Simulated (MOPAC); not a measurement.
Job for MOPAC: PM3 on BeO, a point of a bond scan (R = 1.791 Å).

```
PM3 1SCF PRECISE CHARGE=0 THREADS=1
BeO

Be    -0.00000000 1    -0.00000000 1    -0.88442615 1
O      0.00000000 1     0.00000000 1     0.90653680 1
```

Output:

```
*******************************************************************************
 **                                                                           **
 **                              MOPAC v23.2.5                                **
 **                                                                           **
 *******************************************************************************
 ** MOPAC's Digital Object Identifier: https://doi.org/10.5281/zenodo.6511958 **
 **                                                                           **
 ** Please cite the open-source release paper for use of this MOPAC version:  **
 ** J. E. Moussa and J. J. P. Stewart (2026)                                  **
 ** MOPAC: An open-source semiempirical molecular orbital program             **
 ** J. Open Source Softw., 11(119), 8025, https://doi.org/10.21105/joss.08025 **
 *******************************************************************************

                              PM3 CALCULATION RESULTS

 *******************************************************************************
 *  PM3        - The PM3 Hamiltonian to be used
 *
 *
 *
 *                 CHARGE ON SYSTEM = 0
 *
 *
 *
 *  PRECISE    - TIGHTER CRITERIA TO BE USED
 *  1SCF       - DO 1 SCF AND THEN STOP
 *  THREADS=1  - MULTI-THREADING NOT USED
 *  T=         - A TIME OF 172800.0 SECONDS REQUESTED
 *  DUMP=N     - RESTART FILE WRITTEN EVERY 7200.0 SECONDS REQUESTED
 *******************************************************************************
PM3 1SCF PRECISE CHARGE=0 THREADS=1
 BeO

   ATOM   CHEMICAL          X               Y               Z
  NUMBER   SYMBOL      (ANGSTROMS)     (ANGSTROMS)     (ANGSTROMS)

     1      Be         -0.00000000  *  -0.00000000  *  -0.88442615  *
     2       O          0.00000000  *   0.00000000  *   0.90653680  *



          CARTESIAN COORDINATES

    NO.       ATOM           X           Y           Z

     1        Be         -0.0000     -0.0000     -0.8844
     2         O          0.0000      0.0000      0.9065

 Be: (PM3): J. J. P. STEWART, J. COMP. CHEM. 10, 209 (1989).
  O: (PM3): J. J. P. STEWART, J. COMP. CHEM. 10, 209 (1989).

           Empirical Formula: O Be  =     2 atoms



      MOLECULAR POINT GROUP   :   C*v


      RHF CALCULATION, NO. OF DOUBLY OCCUPIED LEVELS = 4


 -------------------------------------------------------------------------------
 PM3 1SCF PRECISE CHARGE=0 THREADS=1
 BeO



     1SCF WAS SPECIFIED, SO BFGS WAS NOT USED
     SCF FIELD WAS ACHIEVED


                              PM3 CALCULATION
                                                       MOPAC v23.2.5 Linux




          FINAL HEAT OF FORMATION =        102.94204 KCAL/MOL =     430.70952 KJ/MOL


          COSMO AREA              =         71.85 SQUARE ANGSTROMS
          COSMO VOLUME            =         54.65 CUBIC ANGSTROMS

          IONIZATION POTENTIAL    =          9.367493 EV
          HOMO LUMO ENERGIES (EV) =         -9.367 -2.097
          NO. OF FILLED LEVELS    =          4
          MOLECULAR WEIGHT        =         25.0116         POINT GROUP:  C*v

          MOLECULAR DIMENSIONS (Angstroms)

            Atom       Atom       Distance
            O     2   Be     1     1.79096
            O     2   Be     1     0.00000
           Be     1    O     2     0.00000


          SCF CALCULATIONS        =          1





   ATOM   CHEMICAL          X               Y               Z
  NUMBER   SYMBOL      (ANGSTROMS)     (ANGSTROMS)     (ANGSTROMS)

     1      Be         -0.00000000  *  -0.00000000  *  -0.88442615  *
     2       O          0.00000000  *   0.00000000  *   0.90653680  *

                             CARTESIAN COORDINATES

   1   Be       -0.000000000    -0.000000000    -0.884426150
   2    O        0.000000000     0.000000000     0.906536800


           Empirical Formula: O Be  =     2 atoms



      MOLECULAR POINT GROUP   :   C*v


                  EIGENVALUES
 -28.14195 -10.31657  -9.36749  -9.36749  -2.09705   1.68897   1.68897   4.76145


              NET ATOMIC CHARGES AND DIPOLE CONTRIBUTIONS

  ATOM NO.   TYPE          CHARGE      No. of ELECS.   s-Pop       p-Pop
    1         Be           0.581320        1.4187     1.16797     0.25071
    2          O          -0.581320        6.5813     1.96754     4.61378
 DIPOLE           X         Y         Z       TOTAL
 POINT-CHG.     0.000     0.000    -5.001     5.001
 HYBRID         0.000     0.000    -1.973     1.973
 SUM            0.000     0.000    -6.974     6.974


          ATOMIC ORBITAL ELECTRON POPULATIONS

     Atom    s        px        py        pz
    1 Be   1.16797   0.07638   0.07638   0.09795
    2  O   1.96754   1.92362   1.92362   0.76654

 **********************
 *                    *
 * JOB ENDED NORMALLY *
 *                    *
 **********************




 == MOPAC DONE ==
```

The run finished.

Cost: very roughly 0.010 core-seconds.
